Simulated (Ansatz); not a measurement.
**FInNP: where a starting geometry ends**

The starting geometry of this gas-phase singlet was optimised with GFN2-xTB.

```yaml
atoms:
  - { symbol: F, position_ang: [-1.9298, -2.8493, 1.4932] }
  - { symbol: In, position_ang: [-1.8798, -0.6159, 2.1976] }
  - { symbol: N, position_ang: [0.2843, -1.6107, 2.7024] }
  - { symbol: P, position_ang: [0.1760, -3.0043, 2.2343] }
```

Task: Predict what it relaxes into with r2SCAN-D4/def2-SVP.

Result: It rearranges to `F/P=[N]\[In]`. Distances that change by over a tenth: F1–In2 (2.34 → 3.82 Å), In2–N3 (2.43 → 2.15 Å). Contacts that close: F1–P4 (2.24 → 1.66 Å).

The energy falls by 0.53 eV over 15 steps:

```json
{"step": "1", "E − E(last) (eV)": "0.525"}
{"step": "3", "E − E(last) (eV)": "0.265"}
{"step": "4", "E − E(last) (eV)": "0.190"}
{"step": "6", "E − E(last) (eV)": "0.081"}
{"step": "7", "E − E(last) (eV)": "0.066"}
{"step": "9", "E − E(last) (eV)": "0.015"}
{"step": "10", "E − E(last) (eV)": "0.009"}
{"step": "12", "E − E(last) (eV)": "0.001"}
{"step": "13", "E − E(last) (eV)": "0.000"}
{"step": "15", "E − E(last) (eV)": "0.000"}
```

Final geometry (Å):

```xyz
4

F    -1.4700   -3.5796    1.4413
In   -1.6057    0.0804    2.5140
N    -0.2101   -1.5527    2.5352
P    -0.0636   -3.0283    2.1370
```

Frequencies at the end are all real (lowest 30 cm⁻¹). Atoms past krypton carry core potentials, without spin–orbit terms. Run with Ansatz 0.2.0, 81 s on 1 thread of AMD EPYC (Zen 3), with other jobs on the host.
